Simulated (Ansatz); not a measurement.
Stepwise reaction of `[CH3][Y]([CH3])[CH3]` with ammonia, as a gas-phase model of exchange steps in deposition or etching. ΔE in kJ/mol.

Program: Ansatz. Geometries: PBE0-D4/def2-TZVP. ΔE: electronic, gas phase. CBS: MP2 limit from def2 TZ/QZ plus the TZ coupled-cluster correction, frozen cores. This one scheme is used for every species. Functionals use def2-TZVPP. B3LYP here is the variant with VWN-RPA as its local correlation; programs differ in this. Elements past krypton have def2 core potentials. For Y outer-core shells are correlated without core-valence functions, which leaves a few kJ/mol of doubt a bond. Each species was taken in one conformer, which may not be the lowest.

```tsv
step	reaction	PBE-D4	B3LYP-D4	ωB97M-V	CCSD(T)/CBS
1	`[CH3][Y]([CH3])[CH3]` + NH₃ → `[CH3][Y]([CH3])[NH2]` + CH₄	-123.1	-130.1	-129.7	-129.4
3	`[CH3][Y]([NH2])[NH2]` + NH₃ → `[NH2][Y]([NH2])[NH2]` + CH₄	-121.2	-126.9	-121.9	-122.5
```

Problem. Give the row of step 2, `[CH3][Y]([CH3])[NH2]` + NH₃ → `[CH3][Y]([NH2])[NH2]` + CH₄. (Estimate.)

Solution. The calculation gave: 
```
step                                                     reaction  PBE-D4  B3LYP-D4  ωB97M-V  CCSD(T)/CBS
   2  `[CH3][Y]([CH3])[NH2]` + NH₃ → `[CH3][Y]([NH2])[NH2]` + CH₄  -125.8    -131.6   -127.5       -127.8
```

Problem. By hand: ΔE of the 3 steps together at CCSD(T)/CBS.

Solution. (-129.4) + (-127.8) + (-122.5) = -379.7 kJ/mol, or -126.6 kJ/mol a step.

In ΔE step 1 is the lowest and step 3 the highest. All are downhill at CCSD(T)/CBS. PBE-D4 differs from CCSD(T)/CBS by 1.3 to 6.3 kJ/mol a step. Isolated molecules leave out the surface, adducts and barriers. Largest T1 diagnostic: 0.012.
